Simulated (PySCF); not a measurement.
HFGeO (SMILES [OH][Ge][F]), singlet, geometry from GFN2-xTB. Base run: DF-R2SCAN/aug-cc-pVDZ (PySCF).

PySCF was given this input:
```python
from pyscf import gto, scf, dft

mol = gto.Mole()
mol.atom = '''
    Ge    0.13252936   -0.04464271    0.41532410
    F     0.17969724    1.36867956   -0.72228300
    O    -0.62126788   -1.10861451   -0.76164472
    H    -0.88807176   -2.02063338   -0.69666655
'''
mol.basis = 'aug-cc-pvdz'
mol.verbose = 4
mol.max_memory = 1800
mol.build()

mf = dft.RKS(mol)
mf.xc = 'r2scan'
mf = mf.density_fit(auxbasis='def2-universal-jkfit')
mf.kernel()
```

All variants below ran on the same shared machine, one core each. Differences are taken from the largest basis of the aug-cc-pVXZ family in the series, which isn't the basis-set limit (aug-cc-pVQZ: -7.224 eV). The cheapest run took around 10 core-seconds (rough).

```tsv
setting	basis functions	cost, times the cheapest (rough)	difference in HOMO energy (eV)
aug-cc-pVDZ	91	1	-0.024
aug-cc-pVTZ	174	2	-0.001
aug-cc-pVQZ	299	4	reference
```

Times come from a shared machine, hold the start-up and are rough.
